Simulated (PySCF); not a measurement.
C₉H₁₁F.
SMILES with atom numbers: `[CH3:1][C:2]1=[C:3]([F:4])[C:5]/1=[CH:6]\[CH:7]1[CH2:8][CH2:9][CH2:10]1`

Structure used (GFN2-xTB), in Å, numbered top down from 1:
```xyz
21
C9H11F angstrom
C      4.0856    0.2334    0.1030
C      2.7769   -0.1399   -0.4408
C      2.0277   -0.7099   -1.3667
F      1.9784   -1.3766   -2.5073
C      1.3070   -0.1003   -0.2806
C      0.1987    0.2319    0.3417
C     -1.1654   -0.0989   -0.1670
C     -2.1495    1.0832   -0.3189
C     -3.2189    0.2762    0.4300
C     -2.1469   -0.7446    0.8361
H      4.1254    1.3116    0.2579
H      4.2333   -0.2460    1.0710
H      4.8854   -0.0647   -0.5724
H      0.2489    0.7836    1.2704
H     -1.0857   -0.6798   -1.0872
H     -2.3899    1.3740   -1.3394
H     -1.8215    1.9640    0.2304
H     -3.9721   -0.1442   -0.2336
H     -3.7200    0.7924    1.2466
H     -1.8193   -0.6283    1.8677
H     -2.3869   -1.7908    0.6588
```

Probes without a nucleus sit at each ring's centroid and 1 Å off its mean plane on both sides; NICS is minus the shielding there, NICSzz its component along the normal. Level: GIAO PBE0/pcSseg-1 (PySCF, non-relativistic, gas phase) on the GFN2-xTB geometry, one conformer.

Rings: 1. C2–C3–C5; 2. C7–C8–C9–C10.

```json
{"set": "P", "NICS(0)": "0.6", "NICS(1), two faces": "-0.1 / -0.1", "NICS(1)zz, two faces": "3.6 / 4.8"}
{"set": "Q", "NICS(0)": "-28.6", "NICS(1), two faces": "-6.5 / -6.6", "NICS(1)zz, two faces": "-6.6 / -6.7"}
```

**Question.** Which set (ppm) belongs to which ring?

**Answer.** P = 2, Q = 1.
- 1 (3-membered carbocycle; formal bonds 1 double, 2 single): mean NICS(1)zz -6.7 ppm, shielded.
- 2 (4-membered carbocycle; formal bonds all single): mean NICS(1)zz 4.2 ppm, deshielded. C7, C8, C9, C10 have four or more neighbours, so the value isn't read as a sign of a π ring current.

**Question.** How do the rings differ in shape?

**Answer.** 
```tsv
ring	bond lengths (Å)	rms pucker (Å)	HOMA	nearest outside atom to a NICS(1) probe (Å)
1	1.320, 1.439, 1.479	0.00	-0.33	fluorine 2.32
2	1.546, 1.535, 1.535, 1.545	0.08	–	hydrogen 1.52
```

HOMA = 1 − mean of α(R − Ropt)² over the ring bonds, with Krygowski's 1993 parameters (CC: Ropt 1.388 Å, α 257.7 Å⁻²). A dash marks a ring with a four-coordinate atom, a triple bond, no multiple bond or a kind of bond without parameters.
